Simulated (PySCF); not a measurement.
Method: PBE-D3(BJ)/def2-TZVP // B3LYP-D3(BJ)/def2-TZVP run with PySCF 2.14.0. Gas-phase values, no solvent. Excitations are Tamm–Dancoff values on a coarser integration grid. The basis has no diffuse functions, so Rydberg states are missing or too high.

Reference species (SMILES): `O=C[SiH3]` (neutral, multiplicity 1).

```
Property               Value
-------------------  -------
T1 excitation (TDA)  2.42 eV
S1 excitation (TDA)  3.18 eV
HOMO–LUMO gap        2.85 eV
```

Changed species: `[SiH](C)=O`.

**Question.** What does the change do to the T1 excitation (TDA), S1 excitation (TDA) and HOMO–LUMO gap?

**Answer.** the T1 excitation (TDA) rises by 1.33 eV, to 3.75 eV; the S1 excitation (TDA) goes up by 0.94 eV, to 4.12 eV; the HOMO–LUMO gap rises by 1.14 eV, to 3.99 eV.
